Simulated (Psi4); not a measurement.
Cl$_{4}$Ti (SMILES [Cl][Ti]([Cl])([Cl])[Cl]), singlet, at a GFN2-xTB geometry (such geometries of metal compounds can be far from the true shape); WB97M-V/STO-3G (Psi4).

The Psi4 input:
```
memory 2 GB

molecule mol {
0 1
  Ti   -0.000000   -0.000000   -0.000000
  Cl    1.685986   -0.532548   -1.153627
  Cl    0.612700    0.476490    1.963305
  Cl   -0.945935    1.675824   -0.868235
  Cl   -1.352752   -1.619767    0.058556
}

set basis sto-3g
set reference rks

energy('wb97m-v')
print_variables()
```

What the program printed (banner, timings and long lists left out):

```
   => Loading Basis Set <=

    Name: STO-3G
    Role: ORBITAL
    Keyword: BASIS

         ---------------------------------------------------------
                                   SCF
               by Justin Turney, Rob Parrish, Andy Simmonett
                          and Daniel G. A. Smith
                              RKS Reference
         ---------------------------------------------------------

  ==> Geometry <==

    Molecular point group: c1
    Full point group: C1

    Geometry (in Angstrom), charge = 0, multiplicity = 1:

       Center              X                  Y                   Z               Mass
    ------------   -----------------  -----------------  -----------------  -----------------
         TI           0.000000186179     0.000000186179     0.000000186179    47.947941980000
         CL           1.685986186179    -0.532547813821    -1.153626813821    34.968852682000
         CL           0.612700186179     0.476490186179     1.963305186179    34.968852682000
         CL          -0.945934813821     1.675824186179    -0.868234813821    34.968852682000
         CL          -1.352751813821    -1.619766813821     0.058556186179    34.968852682000

  Running in c1 symmetry.

  Rotational constants: A =      0.04056  B =      0.04056  C =      0.04056 [cm^-1]
  Rotational constants: A =   1215.97152  B =   1215.97137  C =   1215.97125 [MHz]
  Nuclear repulsion =  641.143119817644674

  Charge       = 0
  Multiplicity = 1
  Electrons    = 90
  Nalpha       = 45
  Nbeta        = 45

  ==> Algorithm <==

  SCF Algorithm Type is DF.
  DIIS enabled.
  MOM disabled.
  Fractional occupation disabled.
  Guess Type is SAD.
  Energy threshold   = 1.00e-06
  Density threshold  = 1.00e-06
  Integral threshold = 1.00e-12

  ==> Primary Basis <==

  Basis Set: STO-3G
    Blend: STO-3G
    Number of shells: 28
    Number of basis functions: 54
    Number of Cartesian functions: 55
    Spherical Harmonics?: true
    Max angular momentum: 2

  ==> DFT Potential <==

   => LibXC <=

    Version 7.1.2
    S. Lehtola, C. Steigemann, M. J. T. Oliveira, and M. A. L. Marques,  SoftwareX 7, 1–5 (2018) (10.1016/j.softx.2017.11.002)

   => Composite Functional: WB97M-V <=

    wB97M-V Hyb-GGA Exchange-Correlation Functional

    N. Mardirossian and M. Head-Gordon,  J. Chem. Phys. 144, 214110 (2016) (10.1063/1.4952647)

    Deriv               =              1
    GGA                 =           TRUE
    Meta                =           TRUE

    Exchange Hybrid     =           TRUE
    MP2 Hybrid          =          FALSE

   => Exchange-Correlation Functionals <=

    1.0000   wB97M-V exchange-correlation functional

   => Exact (HF) Exchange <=

    0.8500            HF,LR [omega = 0.3000]
    0.1500               HF

   => LibXC Density Thresholds  <==

    XC_HYB_MGGA_XC_WB97M_V:  1.00E-13

   => VV10 Non-Local Parameters <=

    VV10 B              =     6.0000E+00
    VV10 C              =     1.0000E-02

   => Molecular Quadrature <=

    Radial Scheme          =       TREUTLER
    Pruning Scheme         =           NONE
    Nuclear Scheme         =       TREUTLER

    Blocking Scheme        =         OCTREE
    BS radius alpha        =              1
    Pruning alpha          =              1
    Radial Points          =             75
    Spherical Points       =            302
    Total Points           =         101358
    Total Blocks           =            835
    Max Points             =            256
    Max Functions          =             42
    Weights Tolerance      =       1.00E-15

   => Loading Basis Set <=

    Name: (STO-3G AUX)
    Role: JKFIT
    Keyword: DF_BASIS_SCF

  ==> Integral Setup <==

  SCF_SUBTYPE=INCORE selected. In-core MEM_DF algorithm will be used.
  Using in-core AOs.

  ==> MemDFJK: Density-Fitted J/K Matrices <==

    J tasked:                   Yes
    K tasked:                   Yes
    wK tasked:                  Yes
    Omega:                3.000E-01
    Algorithm:                 Core
    Schwarz Cutoff:           1E-12
    Mask sparsity (%):      16.8724
    Fitting Condition:        1E-10

   => Auxiliary Basis Set <=

  Basis Set: (STO-3G AUX)
    Blend: DEF2-UNIVERSAL-JKFIT
    Number of shells: 210
    Number of basis functions: 776
    Number of Cartesian functions: 997
    Spherical Harmonics?: true
    Max angular momentum: 6

  Minimum eigenvalue in the overlap matrix is 2.1410717508E-01.
  Reciprocal condition number of the overlap matrix is 1.0570324056E-01.
    Using symmetric orthogonalization.

  ==> Pre-Iterations <==

  SCF Guess: Superposition of Atomic Densities via on-the-fly atomic UHF (no occupation information).

   -------------------------
    Irrep   Nso     Nmo
   -------------------------
     A         54      54
   -------------------------
    Total      54      54
   -------------------------

  ==> Iterations <==

                           Total Energy        Delta E     RMS |[F,P]|

   @DF-RKS iter SAD: -2660.73246302635062   -2.66073e+03   0.00000e+00
   @DF-RKS iter   1: -2661.81598568888739   -1.08352e+00   1.09102e-02 DIIS/ADIIS
   @DF-RKS iter   2: -2661.41188801717499    4.04098e-01   2.15551e-02 DIIS/ADIIS
   @DF-RKS iter   3: -2662.14708114852601   -7.35193e-01   1.06083e-03 DIIS/ADIIS
   @DF-RKS iter   4: -2662.14927244984437   -2.19130e-03   3.60595e-05 DIIS
   @DF-RKS iter   5: -2662.14927692480887   -4.47496e-06   9.39456e-06 DIIS
   @DF-RKS iter   6: -2662.14927718264607   -2.57837e-07   1.27490e-06 DIIS
   @DF-RKS iter   7: -2662.14927719421485   -1.15688e-08   1.31464e-07 DIIS
  Energy and wave function converged.

  ==> Post-Iterations <==

   Electrons on quadrature grid:
      Ntotal   =   89.9999979107 ; deviation = -2.089e-06

    Orbital Energies [Eh]
    ---------------------

    Doubly Occupied:

[...]
    Virtual:

[...]
    Final Occupation by Irrep:
              A
    DOCC [    45 ]
    NA   [    45 ]
    NB   [    45 ]

  @DF-RKS Final Energy: -2662.14927719421485

   => Energetics <=

    Nuclear Repulsion Energy =            641.1431198176446742
    One-Electron Energy =               -4943.0892676224557363
    Two-Electron Energy =                1759.5063363323490648
    DFT Exchange-Correlation Energy =    -120.0792191914589182
    Empirical Dispersion Energy =           0.0000000000000000
    VV10 Nonlocal Energy =                  0.3697534697051159
    Total Energy =                      -2662.1492771942153013

Computation Completed

Properties will be evaluated at   0.000000,   0.000000,   0.000000 [a0]

Properties computed using the SCF density matrix

 Multipole Moments:

 ------------------------------------------------------------------------------------
     Multipole            Electronic (a.u.)      Nuclear  (a.u.)        Total (a.u.)
 ------------------------------------------------------------------------------------

 L = 1.  Multiply by 2.5417464519 to convert [e a0] to [Debye]
 Dipole X            :         -0.0000079           -0.0000005           -0.0000084
 Dipole Y            :          0.0000098           -0.0000005            0.0000093
 Dipole Z            :          0.0000097           -0.0000005            0.0000092
 Magnitude           :                                                    0.0000155

 ------------------------------------------------------------------------------------

  Variable Map:
  ----------------------------------------------------------------------------
[...]
  Array Variable Map:
  ----------------------------------------------------------------------------
[...]
[...]
```
